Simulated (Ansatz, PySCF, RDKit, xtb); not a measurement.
Dimer: HCl (SMILES Cl) (first 2 atoms) with CH6Si (SMILES C[SiH3]); geometry from B3LYP-D3(BJ)/def2-TZVP, rigid monomers moved along the line of their centres of mass till H2···H10 is 3.39 Å.
(charge 0, multiplicity 1):
```xyz
10

Cl    -0.5615    -0.6871    -0.5001
H     -0.1215    -0.2696     0.6359
C      0.4962     1.0446     6.5509
Si    -0.0532    -0.0049     5.1006
H      0.2410     2.0935     6.3917
H      1.5757     0.9753     6.6952
H      0.0098     0.7138     7.4705
H     -1.5141     0.0989     4.8794
H      0.3044    -1.4290     5.2954
H      0.6234     0.4605     3.8573
```

Counterpoise-corrected where a basis set is named; no monomer relaxation. Rows marked so take none. RDKit's UFF carries no charges.

Rows in 3-21G, 6-31G*, STO-3G carry no dispersion term and start afresh at each structure (6-31G* with six Cartesian d functions). MP2/6-31G* freezes PySCF's default core.

Programs: Ansatz (Gaussian orbitals); PySCF for 3-21G rows, 6-31G* rows, STO-3G rows, the dispersion terms; RDKit for the force fields; xtb for the GFN methods. 

```json
[
 {"level": "UFF", "interaction energy (meV)": "-10.2"},
 {"level": "GFN-FF", "interaction energy (meV)": "-9.2"},
 {"level": "HF/STO-3G (no counterpoise)", "interaction energy (meV)": "-5.3"},
 {"level": "B3LYP/3-21G (no counterpoise)", "interaction energy (meV)": "-13.2"},
 {"level": "B3LYP-D4/def2-TZVPPD", "interaction energy (meV)": "-13.3"},
 {"level": "PBE0/def2-TZVPPD", "interaction energy (meV)": "-13.9"},
 {"level": "PBE0-D3(BJ)/def2-TZVPPD", "interaction energy (meV)": "-22.2"},
 {"level": "MP2/6-31G*", "interaction energy (meV)": "[?]"},
 {"level": "MP2/6-31G* (no counterpoise)", "interaction energy (meV)": "[?]"}
]
```

Question: Fill in the missing entries.

Answer: 
- MP2/6-31G*, interaction energy (meV): -15.3
- MP2/6-31G* (no counterpoise), interaction energy (meV): -17.8

Ansatz is a quantum-chemistry and plane-wave program.
